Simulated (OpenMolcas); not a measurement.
Tb3+ with 7 ligands (fluoride) in pentagonal bipyramidal coordination (D5h) at 2.29 Å, the axial distance 2.313 Å. A charge of +0.571 e stands 3.2 Å behind each ligand. Ligand basis ANO-RCC-VDZP.
```
Tb    0.0000    0.0000    0.0000
F     2.2900    0.0000    0.0000
F     0.7076    2.1779    0.0000
F    -1.8526    1.3460    0.0000
F    -1.8526   -1.3460    0.0000
F     0.7076   -2.1779    0.0000
F     0.0000    0.0000    2.3129
F     0.0000    0.0000   -2.3129
```

```
Program             : OpenMolcas
Method              : CASSCF
Basis               : ANO-RCC-VDZP [7s6p4d2f1g]
Scalar Hamiltonian  : DKH2, point nucleus
Active space        : 8 electrons in 7 orbitals (4f)
State averaging     : 2S+1 = 7 even, 7 roots; 2S+1 = 5 even, 62 roots kept (CI in the orbitals of an earlier block); 2S+1 = 3 even, 1 root kept (CI in the orbitals of an earlier block, 0 in the spin-orbit step)
Spin-orbit coupling : state interaction with AMFI integrals over the reference wave functions
```

Q: What is the spin-free ground state?

A: A state of multiplicity 7, 2-fold in its orbital part, 100 % from free-ion F terms; it has the highest spin that f8 allows.

Q: Where is the first state of the same spin?

A: A 2-fold state lies at 222 cm-1 above the ground state.

Q: What are the lowest two levels with spin-orbit coupling?

A: A 2-fold level with g = 0.00, 0.00, 8.95, then a 2-fold level 8.4 cm-1 above it. Their leading multiplicities are 7 (97 %) and 7 (97 %).

Q: What is χT at 300 K, and how does it compare with the textbook value?

A: Hund's rules give f8 the level 7F6 with g = 1.500, so an isolated free-ion multiplet has χT = g² J(J+1) / 8 = 11.812 cm3 K/mol. The computed 11.651 at 300 K differs by -1 %, through the field's splitting, the mixing of terms and any other multiplet in reach.

High states are left out of the spin-orbit mixing, which shifts the levels that they would mix with. Without dynamic correlation the ligand-field splitting of an f shell can come out too small, at times by half. The first state left out of the spin-orbit step lies near 46000 cm-1 above the lowest spin-free state of the reference (among the parities and spins computed), and the lists stop at four fifths of that energy or lower. No measured value stands beside these numbers; the geometry was imposed, not optimised, and the real ion may take another.

With an even number of electrons the g values are those of a degenerate or nearly degenerate non-Kramers pair.
